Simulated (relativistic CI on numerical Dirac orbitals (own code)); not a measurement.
Transition arrays of Ga XII

Calculated at this level of theory: Dirac-Coulomb-Breit CI, separate exchange-only KLI orbitals for each configuration, a model potential for QED, valence Slater integrals scaled by 0.9, whole transition arrays (own radial code, finite nucleus).

Configurations in the expansion (outside the closed core [Ne] 3s2): 3p⁶3d², 3p⁶3d4f, 3p⁵3d³, 3p⁶3d4p, 3p⁶3d5f. Levels of other configurations are missing.

All E1 lines from the levels of 3p⁶3d²; mean and standard deviation are weighted by gf, and upper levels are sorted by their leading configuration.

```
Upper configuration  Lines    Σgf  Mean (eV)  Mean (nm)  σ (eV)  Strongest line (nm)
            3p⁶3d4f     81   61.0     189.60      6.539    2.17                6.561
             3p⁵3d³    466  106.4     100.84     12.295    6.48               11.844
            3p⁶3d4p     60    3.4     137.95      8.987    2.21                9.055
            3p⁶3d5f     81   24.2     234.91      5.278    2.33                5.308
```

Σgf per state of the lower configuration in bins of 0.2 nm over the central range (centre: value): 5.3: 0.52, 5.5: 0.01, 6.5: 1.21, 6.7: 0.12, 6.9: 0.03, 8.9: 0.04, 9.1: 0.03, 11.1: 0.03, 11.3: 0.05, 11.5: 0.40, 11.7: 0.19, 11.9: 0.35, 12.1: 0.38, 12.3: 0.10, 12.5: 0.13, 12.7: 0.11, 12.9: 0.18, 13.1: 0.06, 13.3: 0.16, 13.5: 0.11.

How do configuration mixing and the scaling of the Slater integrals move the arrays?

Slater scale 0.9, no configuration mixing: 3p⁶3d4f 189.3 ± 2.1 eV (Σgf 52.7), 3p⁵3d³ 100.9 ± 6.4 eV (Σgf 111.9), 3p⁶3d4p 138.0 ± 2.0 eV (Σgf 5.2), 3p⁶3d5f 234.8 ± 2.3 eV (Σgf 18.5); Slater scale 1: 3p⁶3d4f 189.8 ± 2.4 eV (Σgf 62.3), 3p⁵3d³ 102.9 ± 7.1 eV (Σgf 107.8), 3p⁶3d4p 137.9 ± 2.5 eV (Σgf 3.1), 3p⁶3d5f 235.0 ± 2.6 eV (Σgf 24.8); Slater scale 0.8: 3p⁶3d4f 189.4 ± 1.9 eV (Σgf 59.8), 3p⁵3d³ 98.8 ± 5.8 eV (Σgf 105.0), 3p⁶3d4p 138.0 ± 1.9 eV (Σgf 3.6), 3p⁶3d5f 234.8 ± 2.1 eV (Σgf 23.7). With mixing, levels are counted to their leading configuration, so an array can shrink or vanish into another, and the sums then hold other lines.
